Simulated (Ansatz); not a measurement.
```yaml
crystal:
  periodic: [false, false, false]
  atoms:
    - {symbol: C, position_ang: [-0.921556, 0.608545, -0.282966]}
    - {symbol: S, position_ang: [-0.187233, 0.030692, 1.284537]}
    - {symbol: Zn, position_ang: [1.570270, -1.046237, 0.607104]}
    - {symbol: H, position_ang: [-1.228316, -0.223217, -0.915662]}
    - {symbol: H, position_ang: [-0.243714, 1.260558, -0.832176]}
    - {symbol: H, position_ang: [-1.808565, 1.182741, -0.015752]}
    - {symbol: H, position_ang: [2.819114, -1.813083, 0.154916]}
basis:
  gaussian: {orbitals: cc-pVTZ}
total_charge: -3
magnetization: {spin_polarized: true, initial_magnetization: 1}
hamiltonian: {xc: {name: B3LYP}}
scf: {lower_state_search: off}
```

```sh
$ ansatz run in.yaml --threads 4 --pin off --events-out ev --progress --plain --max-ram 10444MiB
```

It prints (some lines left out):

```
Functional definition: B3LYP
  name "B3LYP"
  cite "Stephens, Devlin, Chabalowski & Frisch, J. Phys. Chem. 98, 11623 (1994) doi:10.1021/j100096a001"
  cite "Becke, Phys. Rev. A 38, 3098 (1988) doi:10.1103/PhysRevA.38.3098"
  cite "Lee, Yang & Parr, Phys. Rev. B 37, 785 (1988) doi:10.1103/PhysRevB.37.785"
  cite "Vosko, Wilk & Nusair, Can. J. Phys. 58, 1200 (1980) doi:10.1139/p80-159"
  parameter a0 = 0.2
  parameter ax = 0.72
  parameter ac = 0.81
  exchange = (1 - a0 - ax)*slater_x + ax*b88_x + a0*exact_x
  correlation = (1 - ac)*vwn_rpa_c + ac*lyp_c
these checks for a lower state are left out or cut short: stability, starts, cluster_reference, orbital_swaps, neighbouring_geometries, increment
1272 factors; their error is unknown
mean field evaluation 1: about -60249.4918 eV, gradient 1.1e2 eV
mean field evaluation 2: about -60000.1041 eV, gradient 2.5e2 eV
mean field evaluation 4: about -60332.5053 eV, gradient 4.5e1 eV
mean field evaluation 8: about -60347.0875 eV, gradient 1.6e0 eV
mean field evaluation 16: about -60347.2408 eV, gradient 2.0e-2 eV
mean field evaluation 32: about -60347.3763 eV, gradient 1.6e-6 eV
mean field -60347.37627423 eV, -2217.7251731573 hartree, gradient 1.8e-6 eV, S^2 1.569551; 0 other end points of the search recorded, 0 dependent functions left out
reference -60347.37649949 eV, -2217.7251814351 hartree; 30, 29 occupied and 158, 159 virtual orbitals, 1272 factors
Total energy: -60347.37649949 eV, -2217.7251814351 hartree
Checks for a lower state left out: stability, starts, cluster_reference, orbital_swaps, neighbouring_geometries, increment
```

(1) Something in this input is off. What?

## Answers

(1) The charge is far from anything that the molecule holds. The calculation finished and met its thresholds. The result belongs to that input, not to the molecule as meant.

B3LYP here is the variant with VWN-RPA as its local correlation; programs differ in this.
